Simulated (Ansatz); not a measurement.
Stepwise reaction of `C#[C][Ge]([Cl])([Cl])[C]#C` with hydrogen fluoride, as a gas-phase model of exchange steps in deposition or etching. ΔE in kJ/mol; ΔG adds harmonic PBE0-D4 terms to CCSD(T)/CBS, at 1 bar.

Calculated with Ansatz (gas phase, PBE0-D4/def2-TZVP geometries, no zero-point term in ΔE). CBS: MP2 limit from def2 TZ/QZ plus the TZ coupled-cluster correction, frozen cores. This one scheme is used for every species. Functionals use def2-TZVPP. B3LYP here is the variant with VWN-RPA as its local correlation; programs differ in this. For Ge outer-core shells are correlated without core-valence functions, which leaves a few kJ/mol of doubt a bond. Scalar relativity is left out up to krypton.

| step | reaction | PBE-D4 | B3LYP-D4 | ωB97M-V | CCSD(T)/CBS | ΔG(400 K) |
| --- | --- | --- | --- | --- | --- | --- |
| 2 | `C#[C][Ge]([F])([Cl])[Cl]` + H–F → `[F][Ge]([F])([Cl])[Cl]` + `C#C` | -40.2 | -45.0 | -46.4 | -36.1 | -32.3 |

Task: Give the row of step 1, `C#[C][Ge]([Cl])([Cl])[C]#C` + H–F → `C#[C][Ge]([F])([Cl])[Cl]` + `C#C`. (Best estimate.)

Result: Ansatz gave: 
| step | reaction | PBE-D4 | B3LYP-D4 | ωB97M-V | CCSD(T)/CBS | ΔG(400 K) |
| --- | --- | --- | --- | --- | --- | --- |
| 1 | `C#[C][Ge]([Cl])([Cl])[C]#C` + H–F → `C#[C][Ge]([F])([Cl])[Cl]` + `C#C` | -45.2 | -50.3 | -51.2 | -40.2 | -41.1 |

Task: By hand: ΔE of the 2 steps together at CCSD(T)/CBS.

Result: (-40.2) + (-36.1) = -76.3 kJ/mol, or -38.2 kJ/mol a step.

In ΔE the steps differ by no more than 4.1 kJ/mol. All are downhill at CCSD(T)/CBS. ΔG lies between -41.1 and -32.3 kJ/mol a step. PBE-D4 differs from CCSD(T)/CBS by -5.0 to -4.1 kJ/mol a step. Only this route is followed, and other bonds may react first. Isolated molecules leave out the surface, adducts and barriers. Largest T1 diagnostic: 0.013.
